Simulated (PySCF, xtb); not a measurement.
C4H4BN, SMILES C#CB(N)C#C.

xtb with GFN2-xTB at its own geometry gives an orbital gap of 4.46 eV and a dipole moment of 1.98 D.

Geometry: r2SCAN-D4/def2-SVP. This is a generated structure with no PubChem entry under its InChIKey; it may be hypothetical. One conformer was computed; it need not be the lowest.

Q: What does PBE/def2-TZVP (PySCF) give? (Estimate from the structure and the level; the computed values follow.)

A: gap 4.39 eV (levels -6.59 and -2.20 eV), dipole 1.57 D.
